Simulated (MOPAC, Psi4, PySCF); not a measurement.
Approach curve of the dimer H8Ge3 ··· H2O (SMILES [GeH3][GeH2][GeH3] and O). Monomers: optimised at B3LYP-D3(BJ) (def2-TZVP), held rigid. Orientation: lowest of the rigid-body minima from ten starts at GFN2-xTB. The monomers approach along the line of their centres of mass (distance R); nothing else relaxes.

Geometry at R = 2.57 Å (first 11 atoms: monomer A):
```
14

Ge     1.9078     0.7317    -0.0091
Ge     0.1805    -0.9857    -0.1186
Ge    -2.0409    -0.0041     0.0965
H      3.3132     0.1196    -0.1488
H      1.7025     1.7551    -1.1406
H      1.8260     1.4734     1.3373
H      0.4021    -2.0130     1.0101
H      0.2847    -1.7383    -1.4606
H     -2.2805     1.0067    -1.0395
H     -2.1589     0.7381     1.4399
H     -3.1365    -1.0836     0.0333
O     -0.4340     2.3666     0.2838
H     -0.5048     2.8523     1.1120
H     -0.5732     3.0224    -0.4070
```

MP2/aug-cc-pVTZ = DF-MP2/aug-cc-pVTZ, frozen core, counterpoise-corrected (Psi4); PM7, restricted, heats of formation (MOPAC); PBE0/def2-TZVP, counterpoise-corrected (Psi4); RKS-B3LYP/6-31G* = restricted B3LYP/6-31G*, spherical d, no counterpoise correction in PySCF; wB97X-D/def2-TZVP, counterpoise-corrected (Psi4).

Interaction energies in kcal/mol (negative: bound); R is the distance of the centres of mass, d the H10···O12 distance.

| R / Å | d / Å | MP2/aug-cc-pVTZ | PM7 | PBE0/def2-TZVP | RKS-B3LYP/6-31G* | wB97X-D/def2-TZVP |
|---|---|---|---|---|---|---|
| 2.19 | 2.50 | 8.78 | -3.57 | 9.65 | 6.53 | 8.84 |
| 2.38 | 2.56 | 4.17 | -3.34 | 5.15 | 2.28 | 3.91 |
| 2.57 | 2.64 | 1.26 | -2.94 | 2.29 | -0.36 | 0.86 |
| 2.76 | 2.73 | -0.47 | -2.48 | 0.56 | -1.94 | -0.98 |
| 3.00 | 2.85 | -1.57 | -1.95 | -0.59 | -2.95 | -2.08 |
| 3.28 | 3.02 | -1.94 | -1.46 | -1.08 | -3.30 | -2.34 |
| 3.60 | 3.22 | -1.79 | -1.08 | -1.10 | -3.11 | -2.05 |
| 4.08 | 3.56 | -1.25 | -0.77 | -0.79 | -2.39 | -1.37 |
| 4.75 | 4.09 | -0.63 | -0.54 | -0.37 | -1.23 | -0.68 |
| 5.73 | 4.92 | -0.22 | -0.21 | -0.09 | -0.22 | -0.22 |
| 7.10 | 6.15 | -0.06 | -0.01 | -0.01 | -0.01 | -0.05 |

Lowest grid point: MP2/aug-cc-pVTZ -1.94 kcal/mol at R = 3.28 Å; PM7 -3.57 kcal/mol at R = 2.19 Å; PBE0/def2-TZVP -1.10 kcal/mol at R = 3.60 Å; RKS-B3LYP/6-31G* -3.30 kcal/mol at R = 3.28 Å; wB97X-D/def2-TZVP -2.34 kcal/mol at R = 3.28 Å.
